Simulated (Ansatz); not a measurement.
Isolated molecules relaxed with PBE0-D4/def2-TZVP in Ansatz; ΔE leaves out vibrations. CCSD(T)/CBS adds triple-zeta CCSD(T) − MP2 to the extrapolated MP2 energy (def2 sets, frozen cores). This one scheme is used for every species. Functionals use def2-TZVPP. B3LYP here is the variant with VWN-RPA as its local correlation; programs differ in this. For Ge outer-core shells are correlated without core-valence functions, which leaves a few kJ/mol of doubt a bond. Scalar relativity is left out up to krypton. One conformer a species, not always the lowest.

Consider the ligand exchange at a Ge–O bond: `[NH2][GeH2][O][SiH](N)Cl` + HCl → `[NH2][GeH2][Cl]` + `N[SiH](O)Cl`.

| level | ΔE (kcal/mol) |
| --- | --- |
| r2SCAN-D4 | -7.1 |
| B3LYP-D4 | -6.1 |
| HF/def2-TZVPP | -8.4 |
| CCSD/CBS(def2) | -6.3 |

(1) What does CCSD(T)/CBS give? (An estimate is asked.)

Largest T1 diagnostic among the species: 0.011.

## Answers

(1) Computed: -5.8 kcal/mol. The listed levels differ from it by -1.3, -0.3, -2.6, -0.5 kcal/mol.

The D4 term adds +3.0 kcal/mol with B3LYP and +1.8 kcal/mol with PBE0; it sums over pairs of atoms, weighted by their polarisabilities, and B3LYP, whose exchange is more repulsive, gets the larger term. In def2-TZVPP, CCSD(T) changes the Hartree–Fock value by +3.7 kcal/mol (the triples alone add +0.5 kcal/mol) and MP2 by +3.1 kcal/mol.
